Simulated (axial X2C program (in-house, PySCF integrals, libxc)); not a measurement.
Worked dissociation energy of BiF⁺: HF, without spin–orbit coupling

Computed with an in-house all-electron X2C program for linear molecules (integrals from PySCF). Spin-free means the one-electron spin-free X2C Hamiltonian. Basis: Bi dyall-cv3z [12s14p10d6f1g], F dyall-av3z [7s6p3d2f] (cores contracted in-house); Gaussian nuclei, density fitting, unrestricted open shells. Masses: Bi 208.980 u, F 18.998 u.

Molecular state: M_S = 1/2, Λ = 1 (beyond evenly filled blocks: π+α).

```
E(Bi+) (2M_S = 2, M_L = 0) : -21529.185030 hartree
E(F) (2M_S = 1, M_L = 0)   : -99.503170 hartree
E(BiF⁺) at Re              : -21628.752798 hartree
ωe                         : 696.6 cm⁻¹
ωexe                       : 2.24 cm⁻¹
```

Problem. Work out De and D0.

Solution. De = -21529.185030 + (-99.503170) − (-21628.752798) = 0.06460 hartree = 1.758 eV. The zero-point energy is ωe/2 − ωexe/4 = 348 cm⁻¹ = 0.043 eV, so D0 = 1.715 eV.

Occupations by symmetry block were frozen at the best pattern of an incomplete PBE0 search. Dissociation energies refer to the lowest single-determinant-based atoms at the same level and basis. The stretched end of a curve changes character and is left out. Spin-free De lacks the spin–orbit lowering of the heavy p-block atom, a tenth of an eV or more for 4p and 5p, up to an eV for 6p and one to two eV for 7p atoms, less what an open-shell molecule gains itself.

Hartree–Fock lacks correlation and underbinds, often by eV.

Each atomic determinant is the lowest at this level and need not be a pure term. Totals compare only within one Hamiltonian and basis.
